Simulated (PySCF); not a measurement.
H$_{7}$FSi$_{3}$ (SMILES F[SiH]([SiH3])[SiH3]), singlet, at a GFN2-xTB geometry. Base run: PySCF with HF/6-31G.

PySCF was given this input:
```python
from pyscf import gto, scf, solvent

mol = gto.Mole()
mol.atom = '''
    Si    0.136387   -0.019492   -0.566080
    F    -0.056254   -1.591458   -0.958529
    Si   -1.968475    0.747346    0.020331
    Si    1.868907    0.040187    0.969230
    H     0.555819    0.495327   -1.878612
    H    -2.996230    0.573029   -1.009578
    H    -1.902558    2.182408    0.315298
    H    -2.474947    0.088961    1.229098
    H     3.124593   -0.554927    0.503965
    H     2.164207    1.432977    1.320918
    H     1.519940   -0.647224    2.216945
'''
mol.basis = '6-31g'
mol.charge = 0
mol.spin = 0
mol.verbose = 3
mol.build()

mf = scf.RHF(mol)
mf.kernel()
```

The base run was repeated with changes; each row names its change, and settings that it needs were set with it.

| change | ΔE vs base (kJ/mol) | dipole (D) | HOMO-LUMO gap (eV) |
|---|---|---|---|
| base | 0.00 | 2.49 | 13.18 |
| model = SS(V)PE; solvent = toluene | -9.41 | 2.69 | 13.19 |
| model = COSMO; solvent = toluene | -9.46 | 2.70 | 13.19 |
| model = C-PCM; solvent = toluene | ? | ? | 13.19 |
| model = IEF-PCM; solvent = dichloromethane | -17.15 | 2.89 | 13.20 |
| model = IEF-PCM; solvent = toluene; lebedev_order = 11 | -9.40 | 2.70 | 13.18 |
| model = IEF-PCM; solvent = toluene; vdw_scale = 1.4 | -5.03 | 2.65 | 13.18 |
| model = IEF-PCM; solvent = methanol | -19.69 | 2.96 | 13.20 |
| model = IEF-PCM; solvent = toluene; vdw_scale = 1.0 | ? | ? | 13.20 |
| model = IEF-PCM; solvent = toluene | -9.48 | 2.70 | 13.19 |
| model = IEF-PCM; solvent = toluene; r_probe = 0.5 | ? | ? | 13.18 |
| model = IEF-PCM; solvent = toluene; vdw_scale = 1.1 | -13.81 | 2.73 | 13.19 |

Q: Fill in the missing entries.

A: 
- model = C-PCM; solvent = toluene, ΔE vs base (kJ/mol): -11.55
- model = C-PCM; solvent = toluene, dipole (D): 2.75
- model = IEF-PCM; solvent = toluene; vdw_scale = 1.0, ΔE vs base (kJ/mol): -20.99
- model = IEF-PCM; solvent = toluene; vdw_scale = 1.0, dipole (D): 2.76
- model = IEF-PCM; solvent = toluene; r_probe = 0.5, ΔE vs base (kJ/mol): -4.05
- model = IEF-PCM; solvent = toluene; r_probe = 0.5, dipole (D): 2.63

The base is the gas phase, so ΔE is the electrostatic part of solvation at a fixed geometry, without cavity and dispersion terms.
